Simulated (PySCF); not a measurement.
## Spinor energies of Er³¹⁺ (erbium, charge +31)

Start: [Kr] 4d1; 4d5/2 filled at m_j = +5/2. Calculated with PySCF 2.14 in an even-tempered Gaussian basis (17 s from 2.9 bohr⁻², ratio 2.8; 14 p from 3.8 bohr⁻², ratio 2.8; 9 d from 3.8 bohr⁻², ratio 2.8; 3 f from 13 bohr⁻², ratio 3): generalised Hartree-Fock with the X2C-1e Hamiltonian and a Gaussian nucleus; one run each with spin-orbit coupling (SO) screened by Boettger's factors, then bare. This is a chosen level, not necessarily the ground level.

```
spinor shell  electrons  ε, screened SO (eV)  ε, bare SO (eV)  weight of nominal j (bare SO)  rms radius, bare SO (bohr)
       1s1/2          2             -58948.0         -58947.1                          1.000                      0.0231
       2s1/2          2             -11016.4         -11016.2                          1.000                      0.0935
       2p1/2          2             -10531.6         -10554.4                          1.000                      0.0796
       3s1/2          2              -3406.9          -3406.9                          1.000                       0.238
       3p1/2          2              -3195.7          -3200.6                          1.000                       0.229
       3p3/2          4              -2993.7          -2991.9                          1.000                       0.242
       3d3/2          4              -2638.9          -2643.5                          1.000                       0.215
       3d5/2          6              -2596.0          -2593.1                          1.000                       0.219
       4s1/2          2              -1475.7          -1475.7                          1.000                       0.500
       4p1/2          2              -1379.1          -1380.5                          0.999                       0.504
       4p3/2          4              -1321.0          -1320.5                          1.000                       0.530
       4d5/2          1              -1176.7          -1175.9                          1.000                       0.524
```

Q: Where does 2p3/2 lie, and what is the 2p spin-orbit splitting (bare SO)?

A: At -9601.8 eV, 952.64 eV above 2p1/2.

```csv
quantity,screened SO,bare SO
E (hartree),-12582.84013,-12583.56955
M_J,5/2,5/2
⟨J²⟩,8.752,8.752
⟨L²⟩,6.058,6.062
⟨S²⟩,0.806,0.811
```

Each row is a mean over spinors that exchange with the open shell spreads, by up to 12.943 eV (4p3/2).

Breit and QED terms are absent; they matter most for the inner s and p1/2 levels.

Densities and radii are taken from the X2C orbitals without a picture-change correction, which distorts them close to the nucleus.
